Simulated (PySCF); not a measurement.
PySCF input file for C2H5FOSi2, SMILES FC1=CO[SiH2][SiH2]1, TDDFT-LC-ωPBE/def2-SVPD. The structure is a stationary point at PBE0-D3(BJ)/def2-SVP. This is a generated structure with no PubChem entry under its InChIKey; it may be hypothetical.

```python
import numpy as np
from pyscf import gto, scf, dft, tdscf

mol = gto.M(
    atom='''
    F    -0.25276906    2.50879643   -0.00000000
    C    -0.20169334    1.16479635   -0.00000000
    C    -1.35540222    0.46522382    0.00000000
    O    -1.41455205   -0.88247145    0.00000000
    Si    0.06877462   -1.74553198   -0.00000000
    Si    1.40051343    0.18433366   -0.00000000
    H    -2.33214159    0.96188218    0.00000000
    H     0.11058162   -2.60445851    1.21673820
    H     0.11058162   -2.60445851   -1.21673820
    H     2.23742850    0.40214704    1.21705723
    H     2.23742850    0.40214704   -1.21705722
    ''',
    basis='def2-SVPD',
    charge=0,
    spin=0,
    symmetry=True,
    max_memory=1600,
    verbose=4,
)
mf = dft.RKS(mol, xc='lc_wpbe').density_fit(auxbasis='def2-universal-jkfit')
mf.grids.level = 3
mf.conv_tol = 1e-9
mf.max_cycle = 100
mf.kernel()
mf.grids = dft.Grids(mol).set(level=1).build(with_non0tab=True)  # coarser grid for the response kernel
td = tdscf.TDDFT(mf)
td.singlet = True
td.nstates = 10
td.conv_tol = 1e-4
td.positive_eig_threshold = 1e-6
td.kernel(x0=td.get_init_guess(mf, 15))
td.analyze()
tt = tdscf.TDA(mf)
tt.singlet = False
tt.nstates = 4
tt.conv_tol = 1e-4
tt.positive_eig_threshold = 1e-6
tt.kernel(x0=tt.get_init_guess(mf, 9))
tt.analyze(verbose=3)
```

Program output:

```
PySCF version 2.14.0

[INPUT] verbose = 4
[INPUT] num. atoms = 11
[INPUT] num. electrons = 62
[INPUT] charge = 0
[INPUT] spin (= nelec alpha-beta = 2S) = 0
[INPUT] symmetry True subgroup None
[INPUT] Mole.unit = angstrom
[INPUT] Symbol           X                Y                Z      unit          X                Y                Z       unit  Magmom
[INPUT]  1 F     -0.252769060000   2.508796430000   0.000000000000 AA   -0.477664296164   4.740938154987   0.000000000000 Bohr   0.0
[INPUT]  2 C     -0.201693340000   1.164796350000   0.000000000000 AA   -0.381145173749   2.201146092393   0.000000000000 Bohr   0.0
[INPUT]  3 C     -1.355402220000   0.465223820000   0.000000000000 AA   -2.561338984427   0.879145606424   0.000000000000 Bohr   0.0
[INPUT]  4 O     -1.414552050000  -0.882471450000   0.000000000000 AA   -2.673115963442  -1.667629353248   0.000000000000 Bohr   0.0
[INPUT]  5 Si     0.068774620000  -1.745531980000   0.000000000000 AA    0.129965196121  -3.298577383870   0.000000000000 Bohr   0.0
[INPUT]  6 Si     1.400513430000   0.184333660000   0.000000000000 AA    2.646586816475   0.348340132939   0.000000000000 Bohr   0.0
[INPUT]  7 H     -2.332141590000   0.961882180000   0.000000000000 AA   -4.407108888808   1.817693884300   0.000000000000 Bohr   0.0
[INPUT]  8 H      0.110581620000  -2.604458510000   1.216738200000 AA    0.208968976211  -4.921713286693   2.299301963296 Bohr   0.0
[INPUT]  9 H      0.110581620000  -2.604458510000  -1.216738200000 AA    0.208968976211  -4.921713286693  -2.299301963296 Bohr   0.0
[INPUT] 10 H      2.237428500000   0.402147040000   1.217057230000 AA    4.228127088296   0.759947767405   2.299904842622 Bohr   0.0
[INPUT] 11 H      2.237428500000   0.402147040000  -1.217057220000 AA    4.228127088296   0.759947767405  -2.299904823725 Bohr   0.0

nuclear repulsion = 356.788558129382
point group symmetry = Cs
symmetry origin: [1.52397263e-09 1.52397269e-09 3.04794534e-10]
symmetry axis x: [ 1.00000000e+00 -1.51978492e-09  3.44601668e-10]
symmetry axis y: [-1.51978492e-09 -1.00000000e+00 -3.23425849e-11]
symmetry axis z: [-3.44601668e-10 -3.23426680e-11  1.00000000e+00]
num. orbitals of irrep A' = 116
num. orbitals of irrep A" = 58
number of shells = 74
number of NR pGTOs = 260
number of NR cGTOs = 174
basis = def2-SVPD
ecp = {}


[settings echo left out]
init E= -833.280671335368
HOMO (A") = -0.251381021542286  LUMO (A') = -0.014143713160597  gap/eV = 6.45556
cycle= 1 E= -832.461011451786  delta_E= 0.82  |g|= 0.713  |ddm|= 4.18
HOMO (A") = -0.314920895984414  LUMO (A") = 0.0247694512788992  gap/eV = 9.24345
cycle= 2 E= -832.460807083729  delta_E= 0.000204  |g|= 0.793  |ddm|= 1.29
HOMO (A") = -0.350040704991258  LUMO (A') = 0.0425392443445549  gap/eV = 10.68264
cycle= 3 E= -832.568688234925  delta_E= -0.108  |g|= 0.0697  |ddm|= 0.683
HOMO (A") = -0.34452507747518  LUMO (A') = 0.0540545507078729  gap/eV = 10.84590
cycle= 4 E= -832.569891399871  delta_E= -0.0012  |g|= 0.033  |ddm|= 0.167
HOMO (A") = -0.345907732822429  LUMO (A') = 0.0535875037000535  gap/eV = 10.87082
cycle= 5 E= -832.570138896466  delta_E= -0.000247  |g|= 0.0131  |ddm|= 0.0615
HOMO (A") = -0.346053038099234  LUMO (A') = 0.0532718632228981  gap/eV = 10.86618
cycle= 6 E= -832.570179499731  delta_E= -4.06e-05  |g|= 0.00222  |ddm|= 0.0223
HOMO (A") = -0.345931654894769  LUMO (A') = 0.0533303063216817  gap/eV = 10.86447
cycle= 7 E= -832.570181308136  delta_E= -1.81e-06  |g|= 0.00103  |ddm|= 0.00626
HOMO (A") = -0.345924858142364  LUMO (A') = 0.0533430243964537  gap/eV = 10.86463
cycle= 8 E= -832.570181619165  delta_E= -3.11e-07  |g|= 0.000274  |ddm|= 0.00268
HOMO (A") = -0.345964728048333  LUMO (A') = 0.0533218219692255  gap/eV = 10.86514
cycle= 9 E= -832.570181657327  delta_E= -3.82e-08  |g|= 7.08e-05  |ddm|= 0.000886
HOMO (A") = -0.345952263344621  LUMO (A') = 0.0533289659608203  gap/eV = 10.86500
cycle= 10 E= -832.570181652166  delta_E= 5.16e-09  |g|= 1.43e-05  |ddm|= 0.000308
HOMO (A") = -0.345956110393133  LUMO (A') = 0.053329675720649  gap/eV = 10.86512
cycle= 11 E= -832.570181652296  delta_E= -1.3e-10  |g|= 6.52e-06  |ddm|= 6.72e-05
HOMO (A") = -0.345954077734635  LUMO (A') = 0.0533293913246702  gap/eV = 10.86506
Extra cycle  E= -832.570181652313  delta_E= -1.61e-11  |g|= 4.03e-06  |ddm|= 2.38e-05
converged SCF energy = -832.570181652313
tot grids = 46024
Overwritten attributes  positive_eig_threshold  of <class 'pyscf.tdscf.rks.TDDFT'>


******** <class 'pyscf.tdscf.rks.TDDFT'> for <class 'pyscf.df.df_jk.DFSymAdaptedRKS'> ********
nstates = 10 singlet
deg_eia_thresh = 1.000e-03
wfnsym = None
conv_tol = 0.0001
eigh lindep = 1e-12
eigh level_shift = 0
eigh max_cycle = 100


Excitation energies (eV)
[5.58932714 5.85163077 6.47231451 6.6027795  6.73949127 7.16445368
 7.43390403 7.90842054 7.97779296 7.9880363 ]

** Singlet excitation energies and oscillator strengths **
Excited State   1:   A'      5.58933 eV    221.82 nm  f=0.1075
      31 -> 33       -0.68474
Excited State   2:   A"      5.85163 eV    211.88 nm  f=0.0001
      31 -> 32        0.64690
      31 -> 34       -0.13102
      31 -> 35        0.10111
      31 -> 36        0.10983
      31 -> 49       -0.10441
Excited State   3:   A"      6.47231 eV    191.56 nm  f=0.0002
      30 -> 33       -0.17900
      31 -> 32       -0.12143
      31 -> 34       -0.54306
      31 -> 35       -0.23275
      31 -> 36        0.24255
      31 -> 51        0.10989
Excited State   4:   A"      6.60278 eV    187.78 nm  f=0.0132
      29 -> 33        0.12034
      30 -> 33        0.65158
      31 -> 34       -0.13708
Excited State   5:  ???      6.73949 eV    183.97 nm  f=0.0489
      29 -> 32       -0.12989
      30 -> 32        0.66393
Excited State   6:   A"      7.16445 eV    173.05 nm  f=0.0050
      31 -> 32        0.11236
      31 -> 34        0.21445
      31 -> 35       -0.57922
      31 -> 38        0.13703
      31 -> 39        0.22997
Excited State   7:   A'      7.43390 eV    166.78 nm  f=0.0020
      30 -> 34       -0.14414
      31 -> 37       -0.65461
Excited State   8:   A"      7.90842 eV    156.77 nm  f=0.0277
      28 -> 32       -0.16902
      29 -> 33       -0.12782
      30 -> 37        0.10616
      31 -> 34        0.20997
      31 -> 36        0.35778
      31 -> 38       -0.19825
      31 -> 40        0.36910
      31 -> 51        0.12828
Excited State   9:  ???      7.97779 eV    155.41 nm  f=0.3905
      30 -> 34       -0.60367
      30 -> 35       -0.13569
      30 -> 36        0.19522
      31 -> 37        0.15370
Excited State  10:  ???      7.98804 eV    155.21 nm  f=0.0200
      27 -> 32       -0.14068
      28 -> 32       -0.14008
      29 -> 33        0.44987
      29 -> 37       -0.11619
      30 -> 33       -0.12237
      30 -> 37       -0.38301
      31 -> 41        0.11301

** Transition electric dipole moments (AU) **
state          X           Y           Z        Dip. S.      Osc.
  1         0.8258      0.3215     -0.0000      0.7853      0.1075
  2        -0.0000      0.0000      0.0297      0.0009      0.0001
  3         0.0000     -0.0000      0.0353      0.0012      0.0002
  4        -0.0000     -0.0000      0.2854      0.0814      0.0132
  5        -0.2528      0.4822     -0.0000      0.2964      0.0489
  6        -0.0000      0.0000      0.1683      0.0283      0.0050
  7        -0.0910      0.0494      0.0000      0.0107      0.0020
  8         0.0000     -0.0000      0.3779      0.1428      0.0277
  9         0.9236      1.0700      0.0000      1.9979      0.3905
 10         0.0000     -0.0000     -0.3195      0.1021      0.0200

** Transition velocity dipole moments (imaginary part, AU) **
state          X           Y           Z        Dip. S.      Osc.
  1         0.1667      0.0648     -0.0000      0.0320      0.1038
  2        -0.0000      0.0000     -0.0029      0.0000      0.0000
  3         0.0000      0.0000      0.0087      0.0001      0.0002
  4         0.0000     -0.0000      0.0710      0.0050      0.0138
  5        -0.0674      0.1261     -0.0000      0.0204      0.0550
  6        -0.0000     -0.0000      0.0516      0.0027      0.0067
  7        -0.0202      0.0238      0.0000      0.0010      0.0024
  8        -0.0000     -0.0000      0.1055      0.0111      0.0255
  9         0.2770      0.3221      0.0000      0.1805      0.4104
 10         0.0000      0.0000     -0.0982      0.0096      0.0219

** Transition magnetic dipole moments (imaginary part, AU) **
state          X           Y           Z
  1        -0.0000      0.0000      1.2562
  2         0.4670     -0.2650     -0.0000
  3        -0.0685     -0.1539     -0.0000
  4         0.2701     -0.4750     -0.0000
  5        -0.0000      0.0000     -0.6323
  6         0.1210     -0.5527      0.0000
  7        -0.0000     -0.0000     -1.5446
  8         0.6934      0.4092     -0.0000
  9         0.0000     -0.0000     -1.3187
 10         0.2661     -0.6267     -0.0000
Overwritten attributes  positive_eig_threshold  of <class 'pyscf.tdscf.rks.TDA'>


******** <class 'pyscf.tdscf.rks.TDA'> for <class 'pyscf.df.df_jk.DFSymAdaptedRKS'> ********
nstates = 4 triplet
deg_eia_thresh = 1.000e-03
wfnsym = None
conv_tol = 0.0001
eigh lindep = 1e-12
eigh level_shift = 0
eigh max_cycle = 100


Excitation energies (eV)
[3.57343748 5.57998831 5.85599348 5.97655473]

** Triplet excitation energies and oscillator strengths **
Excited State   1:   A'      3.57344 eV    346.96 nm  f=0.0000
Excited State   2:   A"      5.57999 eV    222.19 nm  f=0.0000
Excited State   3:   A'      5.85599 eV    211.72 nm  f=0.0000
Excited State   4:   A"      5.97655 eV    207.45 nm  f=0.0000
```

The calculation finished and met its thresholds.

Cost: around 7 core-minutes (rough).
